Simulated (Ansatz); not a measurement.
Cartesian coordinates in Å:
```
O -0.5233 1.4704 -0.6910
C -1.4636 0.9488 0.3776
Al -0.4478 -0.4850 -0.4618
Si 1.7051 -1.1874 0.4666
H -1.0125 1.8640 -1.4187
H -2.4924 1.1539 0.0875
H -1.2075 1.4609 1.3013
H -1.1420 -1.1601 -1.7238
H 1.5863 -2.4833 1.1998
H 2.2454 -0.1936 1.4404
H 2.7522 -1.3886 -0.5779
```

Total charge 0; spin multiplicity 1. The bonds changed during the relaxation, so this is another structure than the one it started from.

(1) List the ωB97M-V/def2-TZVPP orbital energies in eV (Ansatz). (Estimate.)

## Answers

(1) The calculation gave: Occupied: -1806.13, -1531.67, -527.79, -282.34, -147.26, -116.27, -101.37, -101.37, -101.35, -75.90, -75.78, -75.75, -32.53, -21.91, -18.14, -17.17, -15.74, -14.59, -13.02, -11.93, -11.59, -11.53, -9.94, -9.14. Lowest empty: 0.84, 1.64, 2.24, 2.65, 3.15, 3.44, 3.70, 3.88.
